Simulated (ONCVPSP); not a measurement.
## aluminium: variants of one ONCV potential

Base potential:

* Element: aluminium (Al)
* Generator: ONCVPSP 4.0.1
* Type: optimised norm-conserving Vanderbilt (ONCV)
* Functional: BLYP
* Relativity: scalar-relativistic
* Frozen core: [Ne]
* Valence charge: 3
* Reference configuration: 3s1 (charge +2)
* Partial waves: 3s: rc 2.05 bohr, ncon 4, nbas 8, qcut 3.1 1/bohr, 2 projectors, debl 2.2 Ha; p scattering state at 0.19 Ha: rc 1.70 bohr, ncon 4, nbas 7, qcut 5.7 1/bohr, 2 projectors, debl 1.9 Ha
* Local potential: polynomial inside 1.50 bohr (lpopt 5, dvloc0 0 Ha)
* Core correction: polynomial model core, fcfact 0.3

In the p channel the program set the typed energies aside and used 0.050, 1.950 Ha.

Cutoffs, loose and tight: the cutoffs (Ha) at which the residual kinetic energy of the hardest occupied pseudo-wave falls to 1 and 0.1 mHa per electron. They do not see the model core or the augmentation charge, which bear on the density cutoff. Test errors are all-electron minus pseudo excitation energies from the reference, over the configurations 3s2 3p1; 3s2; 3s2 3p0.5; 3s1 3p1. A dash means not determined; rows that change the core or the reference have their own tests.

A true bound ghost makes a file unfit for plane-wave use even where its test errors are small: the radial tests pick states by their node count and pass the ghost by.

| change | outcome | cutoff, loose | cutoff, tight | bound ghosts | GHOST(+) flags above zero | largest test error (meV) |
| --- | --- | --- | --- | --- | --- | --- |
| base | generated, projector energies reset by the program | 9.6 Ha | 37 Ha | none | s | +56 |
| p: rc 1.34; local potential polynomial inside 1.34 bohr (lpopt 5, dvloc0 0 Ha) | generated | 9.6 Ha | 37 Ha | p | s | -30 |
| p: rc 1.56 | generated, projector energies reset by the program | 9.6 Ha | 37 Ha | none | s, p | +57 |
| p: rc 1.78 | generated, projector energies reset by the program | 9.6 Ha | 37 Ha | none | s | +56 |
| p: rc 1.92 | generated, projector energies reset by the program | 9.6 Ha | 37 Ha | none | s | +55 |
| p: rc 2.14 | generated, projector energies reset by the program | 9.6 Ha | 37 Ha | none | s | +53 |
| p: rc 2.24 | generated, projector energies reset by the program | 9.6 Ha | 37 Ha | none | s | +53 |
| p: rc 2.46 | generated, projector energies reset by the program | 9.6 Ha | 37 Ha | none | s | +52 |

Question: What comes out with this change to the base: p: rc 1.18; local potential polynomial inside 1.18 bohr (lpopt 5, dvloc0 0 Ha)?

Answer: outcome: generated; cutoff, loose: 9.6 Ha; cutoff, tight: 37 Ha; bound ghosts: p; GHOST(+) flags above zero: s; largest test error (meV): +16.

Reading the sweep of the p radius (base included, trends over the rows without a ghost): The loose cutoff stays near 9.6 Ha. The median size of the test errors (rows with all tests solved) stays near 38.8 meV. Bound ghosts are found at 1.18, 1.34 bohr.
